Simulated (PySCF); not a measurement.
State search for Cs₂

Unrestricted PBE0; basis Cs def2-SVP with ECP46; scalar-relativistic core potentials; PySCF 2.14. Outer shells of the fragments: Cs 6s1; Cs 6s1.

Followed along the bond (rough minima from three points):

```json
{"2Ms+1": "1", "unpaired": "none", "⟨S²⟩ at the start": "0.00", "R at minimum (Å)": "4.77", "Te (eV)": "0.00"}
{"2Ms+1": "3", "unpaired": "σ ↑, π ↑", "⟨S²⟩ at the start": "2.00", "R at minimum (Å)": "4.68", "Te (eV)": "0.99"}
{"2Ms+1": "1", "unpaired": "σ ↑, π ↓", "⟨S²⟩ at the start": "1.00", "R at minimum (Å)": "4.82", "Te (eV)": "1.22"}
{"2Ms+1": "3", "unpaired": "σ ↑↑", "⟨S²⟩ at the start": "2.00", "R at minimum (Å)": "none in the scan", "Te (eV)": "≤ 0.38"}
```

Solutions found at the starting distance of 4.410 Å, counted from the lowest of them; the search is not exhaustive and high or unbound solutions are not listed, so other states can lie among these:

```
2Ms+1  unpaired   term  E (eV)  ⟨S²⟩  ⟨Lz²⟩
    1      none    ¹Σ⁺    0.00  0.00   0.00
    3      σ ↑↑    ³Σ⁺    0.59  2.00   0.00
    3  σ ↑, π ↑     ³Π    0.97  2.00   1.01
    1  σ ↑, π ↓  mixed    1.22  1.00   1.01
    3  σ ↑, δ ↑     ³Δ    1.88  2.00   4.00
    1  σ ↑, δ ↓  mixed    2.02  1.00   4.00
```

A term symbol is given only where ⟨S²⟩ and ⟨Lz²⟩ are close to those of a pure state; real π, δ and φ orbitals otherwise mix terms, and g/u labels are left off.

Spin–orbit coupling is left out. Counting both spins, an empty level lies below a filled one in some of these solutions, because spin and occupation are held.
